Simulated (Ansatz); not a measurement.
Frontier orbitals of BH7NPSi (`B[SiH](N)P`).

```xyz
11

B    -0.9096    0.5988    0.8857
Si    0.7447   -0.1261    0.1877
N     1.0506   -1.8044    0.1612
P    -0.5045    0.7544   -1.5554
H    -0.9772    1.7239    1.2791
H    -1.8446   -0.1424    1.0057
H     2.0288    0.6089    0.1518
H     1.7486   -2.2121   -0.4382
H     0.3200   -2.4579    0.3884
H    -0.0053    2.0712   -1.3828
H    -1.6515    0.9858   -0.6833
```

Charge 0, multiplicity 1. The structure was optimised at the PBE0-D4/def2-TZVP level. It is one conformer, not always the lowest. Basis def2-TZVPP, the Gaussian-basis code of Ansatz.

Orbital energies of one run (eV). Highest occupied ones, from the top: -5.80, -7.01, -7.63, -8.38, -8.98, -9.69, -10.40, -12.37, -12.93, -13.51, -17.20, -22.47, -96.30, -96.36. Empty: -1.20, -0.43, 0.05, 0.18, 1.08, 1.37.

Task: Which functional gave them?
A. ωB97M-V
B. PBE0
C. r2SCANh
D. r2SCAN

Result: D. HOMO energies: r2SCAN -5.80, r2SCANh -6.18, ωB97M-V -8.60, PBE0 -6.63 eV.
